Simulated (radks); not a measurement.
Task: All-electron atom: Ir II in [Xe] 4f14 5d7 6p1 (not the ground configuration). Method: scalar-relativistic Kohn-Sham, PBEsol, spin-unpolarised, spherical densities, finite nucleus; Fermi nuclear charge, rms radius 5.4032 fm; computed with a radial shooting solver on a logarithmic mesh with Libxc functionals. Some entries of the table are withheld. Estimate them.

orbital  occ.  eigenvalue (hartree)  <r^2> (bohr^2)  <r> (bohr)
1s          2             -2796.003       0.0004198     0.01745
2s          2             -489.4660        0.006422     0.07364
2p          6             -425.4588        0.005365     0.06625
3s          2             -114.7577         0.04152      0.1905
3p          6                   (1)         0.04246      0.1914
3d         10             -75.37229         0.03517      0.1733
4s          2             -24.75599          0.2024      0.4235
4p          6             -18.61128          0.2309      0.4507
4d         10                   (2)          0.2649      0.4785
5s          2              -3.96810           1.073      0.9779
4f         14              -2.65407          0.3511      0.5353
5p          6              -2.37949           1.453       1.133
5d          7              -0.62002           3.220       1.651
6p          1              -0.29550           14.29       3.545

Result: 
(1) 3p eigenvalue (hartree): -96.03218
(2) 4d eigenvalue (hartree): -11.05462
